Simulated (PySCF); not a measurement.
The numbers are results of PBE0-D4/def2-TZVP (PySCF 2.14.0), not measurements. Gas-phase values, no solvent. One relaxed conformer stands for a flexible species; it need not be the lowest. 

Reference species (SMILES): `[H]/[C]=C\C` (neutral, multiplicity 2).

```json
{
  "highest_occupied_spin_orbital": "-6.76 eV"
}
```

Changed species: `[CH2]C=C` (H–C–C–C torsion 0°) (H atom removed from C3; the reference has H atom removed from C1).

Problem. Give the shifts of the highest occupied spin orbital.

Solution. the highest occupied spin orbital rises by 0.87 eV, to -5.89 eV.
